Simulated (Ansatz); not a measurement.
`CCCCCC(C)(C)C`, charge 0, multiplicity 1.

(1) Give a relaxed structure at PBE0-D4/def2-TZVP (the Gaussian-basis code of Ansatz). (An estimate is asked.)

## Answers

(1) Computed: 
```xyz
29

C    -3.0346    0.9855   -1.2200
C    -2.6425   -0.4396   -1.5779
C    -1.4390   -0.9625   -0.8045
C    -0.1298   -0.2609   -1.1421
C     1.0765   -0.7796   -0.3557
C     1.4985    0.0266    0.8840
C     0.3370    0.2132    1.8557
C     2.6151   -0.7408    1.5873
C     2.0321    1.3953    0.4675
H    -2.2449    1.6998   -1.4641
H    -3.2426    1.0762   -0.1495
H    -3.9324    1.2968   -1.7589
H    -3.4957   -1.1007   -1.3929
H    -2.4367   -0.5047   -2.6532
H    -1.3185   -2.0327   -1.0088
H    -1.6408   -0.8824    0.2694
H    -0.2348    0.8178   -0.9913
H     0.0534   -0.3880   -2.2148
H     0.8785   -1.8130   -0.0450
H     1.9495   -0.8308   -1.0157
H     0.6702    0.7478    2.7499
H    -0.0713   -0.7497    2.1753
H    -0.4740    0.7938    1.4093
H     2.2654   -1.7205    1.9253
H     3.4643   -0.9010    0.9165
H     2.9775   -0.1932    2.4620
H     1.2709    1.9921   -0.0410
H     2.8856    1.2929   -0.2089
H     2.3632    1.9624    1.3420
```
This is one stationary point; other conformers may exist.
